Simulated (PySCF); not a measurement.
SMILES F[SiH](F)S[SiH](F)F, B3LYP/def2-SVP optimised geometry.

```
9

Si    -1.08    -0.45    -3.19
F      0.24     0.42    -2.87
F     -2.30     0.60    -3.30
S     -1.37    -1.85    -1.61
Si    -0.47    -0.76     0.00
F     -0.99    -1.48     1.34
F     -1.00     0.76     0.00
H     -0.94    -1.15    -4.48
H      1.00    -0.76     0.00
```

Density from B3LYP/def2-TZVP (PySCF 2.14.0) at that geometry.

Minimum of the electron density along straight lines between bonded atoms, close to the bond critical point (lines longer than 1.1 times the sum of covalent radii, or with two minima, are not listed):

```
bond    length / Å  ρ at the minimum / e bohr⁻³  ∇²ρ there / e bohr⁻⁵  position (fraction from the first atom)
------  ----------  ---------------------------  --------------------  ---------------------------------------
Si1–F2       1.619                        0.134                  0.90                                     0.42
Si1–F3       1.610                        0.137                  0.92                                     0.42
Si1–S4       2.133                        0.104                  0.06                                     0.36
S4–Si5       2.146                        0.101                  0.05                                     0.64
Si5–F6       1.610                        0.136                  0.92                                     0.42
Si5–F7       1.612                        0.136                  0.93                                     0.42
Si1–H8       1.471                        0.132                  0.11                                     0.49
Si5–H9       1.470                        0.133                  0.12                                     0.49
```
